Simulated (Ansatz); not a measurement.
Problem. Name a neutral molecule of Al, C, Cl, Ga and H with LUMO energy (B3LYP/def2-TZVPP) between -2.70 and -2.40 eV and HOMO–LUMO gap (B3LYP/def2-TZVPP) between 3.30 and 3.60 eV (Ansatz, PBE0-D4/def2-TZVP geometry).

Solution. `[Cl][Al]1[CH2][GaH]1` (-2.44 eV, 3.43 eV). Other molecules can fit too; these were computed, each in one conformer that needn't be the lowest.

B3LYP here is the variant with VWN-RPA as its local correlation; programs differ in this.
